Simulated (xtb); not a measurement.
xtb input (GFN2-xTB):

```bash
xtb mol.xyz --gfn 2 --ohess tight --chrg -1 --uhf 0
```
mol.xyz:
```
4

B     -0.03871346     0.00815401     0.02144332
O      1.29242833    -0.39599446     0.28499040
H     -0.79158758    -0.69952537    -0.60430066
H     -0.40132612     1.13623565     0.32763197
```

Output:

```
           -------------------------------------------------
          |                Calculation Setup                |
           -------------------------------------------------

           -------------------------------------------------
          |                 G F N 2 - x T B                 |
           -------------------------------------------------

        Reference                      10.1021/acs.jctc.8b01176
      * Hamiltonian:
        H0-scaling (s, p, d)           1.850000    2.230000    2.230000
        zeta-weighting                 0.500000
      * Dispersion:
        s8                             2.700000
        a1                             0.520000
        a2                             5.000000
        s9                             5.000000
      * Repulsion:
        kExp                           1.500000    1.000000
        rExp                           1.000000
      * Coulomb:
        alpha                          2.000000
        third order                    shell-resolved
        anisotropic                    true
        a3                             3.000000
        a5                             4.000000
        cn-shift                       1.200000
        cn-exp                         4.000000
        max-rad                        5.000000

          ...................................................
          :                      SETUP                      :
          :.................................................:
          :  # basis functions                  10          :
          :  # atomic orbitals                  10          :
          :  # shells                            6          :
          :  # electrons                        12          :
          :  max. iterations                   250          :
          :  Hamiltonian                  GFN2-xTB          :
          :  restarted?                      false          :
          :  GBSA solvation                  false          :
          :  PC potential                    false          :
          :  electronic temp.          300.0000000     K    :
          :  accuracy                    1.0000000          :
          :  -> integral cutoff          0.2500000E+02      :
          :  -> integral neglect         0.1000000E-07      :
          :  -> SCF convergence          0.1000000E-05 Eh   :
          :  -> wf. convergence          0.1000000E-03 e    :
          :  Broyden damping             0.4000000          :
          :  net charge                         -1          :
          :  unpaired electrons                  0          :
          ...................................................

 iter      E             dE          RMSdq      gap      omega  full diag
   1     -6.1304847 -0.613048E+01  0.130E+01    8.80       0.0  T
   2     -6.3983529 -0.267868E+00  0.937E+00    2.89       1.0  T
   3     -6.4970991 -0.987462E-01  0.580E+00    5.33       1.0  T
   4     -6.5211777 -0.240786E-01  0.200E+00    4.04       1.0  T
   5     -6.5226661 -0.148841E-02  0.191E+00    5.16       1.0  T
   6     -6.5376999 -0.150337E-01  0.267E-01    4.58       1.0  T
[...]
 q only:       -0.803       0.230      -0.188
   full:       -1.083       0.321      -0.251       2.942
molecular quadrupole (traceless):
                xx          xy          yy          xz          yz          zz
Molecule has the following symmetry elements: (C2) 2*(sigma)
It seems to be the C2v point group
 q only:       -3.241       1.662       0.306      -1.953      -1.021       2.935
  q+dip:       -3.710       1.901       0.839      -1.925      -0.594       2.872
   full:       -4.171       2.138       0.536      -2.423      -1.147       3.635

           -------------------------------------------------
          |                Geometry Summary                 |
           -------------------------------------------------

      molecular mass/u    :       28.8263145
   center of mass at/Å    :        0.6675656      -0.2005980       0.1541072
  moments of inertia/u·Å² :        0.2182611E+01   0.1442753E+02   0.1661014E+02
rotational constants/cm⁻¹ :        0.7723607E+01   0.1168435E+01   0.1014900E+01

 * 1 selected distances

     #   Z          #   Z                                           value/Å
     1   5 B        2   8 O                                       1.2614893 (max)

 * 1 distinct bonds (by element types)

   Z      Z             #   av. dist./Å        max./Å        min./Å
   5 B    8 O           1     1.2614893     1.2614893     1.2614893

           -------------------------------------------------
          |               Frequency Printout                |
           -------------------------------------------------
 projected vibrational frequencies (cm⁻¹)
eigval :       -0.00    -0.00     0.00     0.00     0.00     0.00
eigval :      877.06   905.74  1225.07  1472.97  1566.51  1823.01
 reduced masses (amu)
   1: 13.20   2: 13.48   3:  7.84   4: 10.22   5: 10.24   6:  4.50   7:  4.47   8:  5.14
   9:  1.98  10:  1.56  11: 12.45  12:  1.39
 IR intensities (km·mol⁻¹)
   1: 21.25   2:  8.72   3: 18.55   4: 19.44   5: 29.82   6:  4.97   7:327.52   8:412.79
   9:239.64  10:******  11:627.72  12:340.63
 Raman intensities (Ä⁴*amu⁻¹)
   1:  0.00   2:  0.00   3:  0.00   4:  0.00   5:  0.00   6:  0.00   7:  0.00   8:  0.00
   9:  0.00  10:  0.00  11:  0.00  12:  0.00
 output can be read by thermo (or use thermo option).
 writing <g98.out> molden fake output.
 recommended (thermochemical) frequency scaling factor: 1.0
           -------------------------------------------------
          |             Thermodynamic Functions             |
           -------------------------------------------------

c2v symmetry found (for desy threshold:  0.10E+00) used in thermo

          ...................................................
          :                      SETUP                      :
          :.................................................:
          :  # frequencies                           6      :
          :  # imaginary freq.                       0      :
          :  linear?                             false      :
          :  only rotor calc.                    false      :
          :  symmetry                              c2v      :
          :  rotational number                       2      :
          :  scaling factor                  1.0000000      :
          :  rotor cutoff                   50.0000000 cm⁻¹ :
          :  imag. cutoff                  -20.0000000 cm⁻¹ :
          :.................................................:

    mode    ω/cm⁻¹     T·S(HO)/kcal·mol⁻¹    T·S(FR)/kcal·mol⁻¹   T·S(vib)
   ------------------------------------------------------------------------
   ------------------------------------------------------------------------

   temp. (K)  partition function   enthalpy   heat capacity  entropy
                                   cal/mol     cal/K/mol   cal/K/mol   J/K/mol
 298.15  VIB   1.03                   86.178      1.378      0.352
         ROT   874.                  888.752      2.981     16.440
         INT   902.                  974.930      4.359     16.791
         TR   0.150E+27             1481.254      4.968     35.994
         TOT                        2456.1844     9.3273    52.7854   220.8540

       T/K    H(0)-H(T)+PV         H(T)/Eh          T*S/Eh         G(T)/Eh
   ------------------------------------------------------------------------
    298.15    0.391418E-02    0.218442E-01    0.250800E-01   -0.323584E-02
Note: The following floating-point exceptions are signalling: IEEE_DENORMAL
normal termination of xtb
   ------------------------------------------------------------------------

         :::::::::::::::::::::::::::::::::::::::::::::::::::::
         ::                  THERMODYNAMIC                  ::
         :::::::::::::::::::::::::::::::::::::::::::::::::::::
         :: total free energy          -6.535333143370 Eh   ::
         ::.................................................::
         :: total energy               -6.532097307270 Eh   ::
         :: zero point energy           0.017930022811 Eh   ::
         :: G(RRHO) w/o ZPVE           -0.021165858911 Eh   ::
         :: G(RRHO) contrib.           -0.003235836100 Eh   ::
         :::::::::::::::::::::::::::::::::::::::::::::::::::::

optimized geometry written to: xtbopt.xyz

           -------------------------------------------------
          | TOTAL ENERGY               -6.532097307270 Eh   |
          | TOTAL ENTHALPY             -6.510253105444 Eh   |
          | TOTAL FREE ENERGY          -6.535333143370 Eh   |
          | GRADIENT NORM               0.000197887414 Eh/α |
          | HOMO-LUMO GAP               5.974577177751 eV   |
           -------------------------------------------------

------------------------------------------------------------------------
------------------------------------------------------------------------
 total:
 SCF:
 ANC optimizer:
 analytical hessian:
```

It need not be the lowest isomer of its formula. Whether it binds its extra electron was not tested at this geometry.
